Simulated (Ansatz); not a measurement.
Spin states of H3O3Ta (SMILES [OH][Ta]([OH])[OH]), each relaxed with B3LYP-D3(BJ)/def2-TZVP.
State 1 (charge 0, multiplicity 1):
```xyz
7

Ta    -0.0144    -0.0108    -0.0216
O     -1.5172    -1.0871    -0.3132
H     -2.0283    -1.8797    -0.1575
O      0.1442     1.6329    -0.9019
H     -0.1809     2.3013    -1.5029
O      1.3294    -0.5782     1.1507
H      2.1654    -0.4542     1.5971
```
State 2 (charge 0, multiplicity 3):
```xyz
7

Ta     0.03299    -0.18046    -0.01833
O     -1.58236    -1.10143    -0.42183
H     -2.29709    -1.72529    -0.32167
O      0.15798     1.34950    -1.22321
H     -0.19818     2.21715    -0.99655
O      1.60001    -0.18995     1.06144
H      2.18474    -0.44523     1.77084
```

Singlets are restricted, other states unrestricted; no spin–orbit coupling, no relativity up to Kr; see below for the cores. The largest T1 diagnostic is 0.023.

Programs: Ansatz (Gaussian basis) for Hartree–Fock, density functionals and correlated methods. Values without a source in brackets are computed. In def2 rows elements past Kr take small-core potentials, without spin–orbit coupling.

Question: One of these levels gives 14.59 kcal/mol for the energy of the multiplicity-3 state less that of the multiplicity-1 state. Which?
A) B97M-V/def2-TZVPP
B) PBE0/def2-TZVPP
C) wB97X-V/def2-TZVPP
D) r2SCANh/def2-TZVPP

Answer: A, B97M-V/def2-TZVPP. The others give 8.52 (r2SCANh/def2-TZVPP), 11.21 (PBE0/def2-TZVPP), 16.97 (wB97X-V/def2-TZVPP)

Ansatz is an electronic-structure program.
